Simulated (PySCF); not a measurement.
## Which enantiomer?

Computed, not measured: PySCF, TDDFT PBE0/aug-cc-pVDZ circular dichroism and optical rotation, one conformer, gas phase. Geometry: GFN2-xTB.

The calculation is non-relativistic, which matters for the atoms heavier than Zn. States above about 6.5 eV (minus the energy of the highest occupied orbital) lie near or above the ionisation threshold and depend on the basis.

Values for one enantiomer of C6H7FSe, R in 10⁻⁴⁰ esu² cm² (velocity form):
```csv
λ (nm),f,R
318,0.0001,+0.6
232,0.007,+8.0
224,0.022,+19.8
220,0.019,+18.0
215,0.115,-9.7
210,0.019,-9.5
201,0.007,+0.4
197,0.013,-1.4
194,0.009,+8.8
194,0.004,-1.5
189,0.015,-14.8
188,0.013,-5.1
184,0.010,-10.3
183,0.004,+3.7
181,0.032,-9.0
180,0.020,0.0
```

[α] at 589.3 nm: -22 deg dm⁻¹ (g/mL)⁻¹ (origin-invariant length gauge).

(1) Which structure gives these signs?
A. CC#C[C@H]1C[Se][C@@H]1F
B. CC#C[C@@H]1C[Se][C@H]1F

Results:

(1) B. Its CIP labels in SMILES order are R, R; the other enantiomer gives every sign reversed.

The signs above follow by mirror symmetry from the run on the other enantiomer. Geometry of CC#C[C@H]1C[Se][C@@H]1F as run:
```xyz
15

C     3.038   -0.172   -0.254
C     1.625   -0.124    0.038
C     0.456   -0.086    0.306
C    -0.966   -0.039    0.560
C    -1.641    1.301    0.219
Se   -3.245    0.422   -0.554
C    -1.802   -0.943   -0.354
F    -2.197   -2.107    0.213
H     3.551   -0.787    0.484
H     3.199   -0.598   -1.244
H     3.456    0.834   -0.230
H    -1.170   -0.317    1.599
H    -1.858    1.947    1.067
H    -1.110    1.857   -0.552
H    -1.340   -1.180   -1.318
```
